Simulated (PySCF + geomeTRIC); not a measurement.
The multiplicity is imposed and other spin states were not computed.

Calculation: BP86-D3(BJ)/def2-SVP (PySCF + geomeTRIC). fastk is a local helper that only speeds up exchange builds. No frequencies were computed at this level.

```python
import json, numpy as np
from pyscf import gto, dft
from fastk import lowrank_exchange
atoms = """
Mo     0.015545     0.002082    -0.025096
O      1.596944     0.322927    -2.657675
C      1.013547     0.204325    -1.684858
O     -1.010212     2.906944    -0.402148
C     -0.660412     1.838635    -0.222501
O     -2.362238    -1.063679    -1.710787
C     -1.518163    -0.677649    -1.051650
O      2.510039     1.073068     1.478764
C      1.571171     0.678098     0.970413
O      1.146778    -2.880542     0.178477
C      0.709031    -1.830232     0.144260
N     -1.205181    -0.233841     1.987599
H     -1.141934    -1.180793     2.355599
H     -2.189851    -0.023151     1.836935
H     -0.856990     0.402504     2.701954
"""
def scf(charge, spin, dm0=None):
    mol = gto.M(atom=atoms, basis='def2-svp', ecp={'Mo': 'def2-svp'}, charge=charge, spin=spin, verbose=3, max_memory=15120)
    mf = dft.KS(mol, xc='bp86').density_fit(auxbasis="def2-universal-jkfit")
    mf.disp = 'd3bj'
    mf.grids.level = 3
    mf.conv_tol = 1e-8
    mf.max_cycle = 120
    mf.level_shift = 0.25
    mf.kernel(dm0)
    if not mf.converged:
        mf = mf.newton().run(mf.mo_coeff, mf.mo_occ).undo_soscf()
    return mf
mf = scf(0, 0)
from pyscf.geomopt.geometric_solver import kernel as optimize
path = []
done, mol = optimize(mf, maxsteps=120, assert_convergence=False, callback=lambda env: path.append((env["energy"], bool(env["g_scanner"].converged))))
res = dict(converged=bool(done and path[-1][1]), energy=path[-1][0], path=[e for e, c in path], xyz=mol.atom_coords(unit="Angstrom").tolist(), nao=mol.nao)
json.dump(res, open("result.json", "w"))
```

Output:

```
converged SCF energy = -691.246971088506
Geometry optimization cycle 1
converged SCF energy = -691.246971088584
cycle 1: E = -691.246971089  dE = -691.247  norm(grad) = 0.152283
Geometry optimization cycle 2
converged SCF energy = -691.26362070838
cycle 2: E = -691.263620708  dE = -0.0166496  norm(grad) = 0.0441979
Geometry optimization cycle 3
converged SCF energy = -691.266233339899
cycle 3: E = -691.26623334  dE = -0.00261263  norm(grad) = 0.0124846
Geometry optimization cycle 4
converged SCF energy = -691.266077661218
cycle 4: E = -691.266077661  dE = 0.000155679  norm(grad) = 0.0103893
Geometry optimization cycle 5
converged SCF energy = -691.266424730373
cycle 5: E = -691.26642473  dE = -0.000347069  norm(grad) = 0.00432921
Geometry optimization cycle 6
converged SCF energy = -691.266481362678
cycle 6: E = -691.266481363  dE = -5.66323e-05  norm(grad) = 0.000790584
Geometry optimization cycle 7
converged SCF energy = -691.266484285414
cycle 7: E = -691.266484285  dE = -2.92274e-06  norm(grad) = 0.000497234
Geometry optimization cycle 8
SCF not converged.
cycle 8: E = -691.26648606  dE = -1.77452e-06  norm(grad) = 0.000514341
Geometry optimization cycle 9
converged SCF energy = -691.266486219647
cycle 9: E = -691.26648622  dE = -1.59714e-07  norm(grad) = 0.00061408
Geometry optimization cycle 10
converged SCF energy = -691.266486603853
cycle 10: E = -691.266486604  dE = -3.84206e-07  norm(grad) = 0.000378845
Geometry optimization cycle 11
converged SCF energy = -691.266486578076
cycle 11: E = -691.266486578  dE = 2.57776e-08  norm(grad) = 0.000205697
Geometry optimization cycle 12
converged SCF energy = -691.266486404791
cycle 12: E = -691.266486405  dE = 1.73285e-07  norm(grad) = 0.000207011
<class 'geometric.internal.Distance'> : 14
<class 'geometric.internal.Angle'> : 9
<class 'geometric.internal.LinearAngle'> : 16
<class 'geometric.internal.OutOfPlane'> : 12
<class 'geometric.internal.Dihedral'> : 12
<class 'geometric.internal.TranslationX'> : 1
<class 'geometric.internal.TranslationY'> : 1
<class 'geometric.internal.TranslationZ'> : 1
<class 'geometric.internal.RotationA'> : 1
<class 'geometric.internal.RotationB'> : 1
<class 'geometric.internal.RotationC'> : 1
Step    0 : Gradient = 3.932e-02/6.033e-02 (rms/max) Energy = -691.2469710886
Step    1 : Displace = 1.033e-01/1.490e-01 (rms/max) Trust = 1.000e-01 (=) Grad = 1.141e-02/1.871e-02 (rms/max) E (change) = -691.2636207084 (-1.665e-02) Quality = 0.640
Step    2 : Displace = 4.435e-02/6.497e-02 (rms/max) Trust = 1.000e-01 (=) Grad = 3.223e-03/5.220e-03 (rms/max) E (change) = -691.2662333399 (-2.613e-03) Quality = 1.171
Step    3 : Displace = 5.259e-02/9.734e-02 (rms/max) Trust = 1.414e-01 (+) Grad = 2.683e-03/5.846e-03 (rms/max) E (change) = -691.2660776612 (+1.557e-04) Quality = -0.318
Step    4 : Displace = 2.569e-02/4.388e-02 (rms/max) Trust = 2.629e-02 (-) Grad = 1.118e-03/1.971e-03 (rms/max) E (change) = -691.2664247304 (-3.471e-04) Quality = 0.998
Step    5 : Displace = 1.052e-02/1.715e-02 (rms/max) Trust = 3.718e-02 (+) Grad = 2.041e-04/5.090e-04 (rms/max) E (change) = -691.2664813627 (-5.663e-05) Quality = 1.016
Step    6 : Displace = 1.763e-03/3.604e-03 (rms/max) Trust = 5.259e-02 (+) Grad = 1.284e-04/3.092e-04 (rms/max) E (change) = -691.2664842854 (-2.923e-06) Quality = 1.306
Step    7 : Displace = 3.068e-03/6.616e-03 (rms/max) Trust = 7.437e-02 (+) Grad = 1.328e-04/2.217e-04 (rms/max) E (change) = -691.2664860599 (-1.775e-06) Quality = 0.652
Step    8 : Displace = 3.204e-03/6.307e-03 (rms/max) Trust = 7.437e-02 (=) Grad = 1.586e-04/4.410e-04 (rms/max) E (change) = -691.2664862196 (-1.597e-07) Quality = 0.105
Step    9 : Displace = 1.523e-03/2.574e-03 (rms/max) Trust = 1.602e-03 (-) Grad = 9.782e-05/3.096e-04 (rms/max) E (change) = -691.2664866039 (-3.842e-07) Quality = 0.444
Step   10 : Displace = 1.037e-03/2.105e-03 (rms/max) Trust = 1.602e-03 (=) Grad = 5.311e-05/9.162e-05 (rms/max) E (change) = -691.2664865781 (+2.578e-08) Quality = -0.042
Step   11 : Displace = 5.196e-04/9.112e-04 (rms/max) Trust = 5.187e-04 (-) Grad = 5.345e-05/1.310e-04 (rms/max) E (change) = -691.2664864048 (+1.733e-07) Quality = -0.315
Converged! =D
```

Cost: about 15 core-minutes (a rough figure).
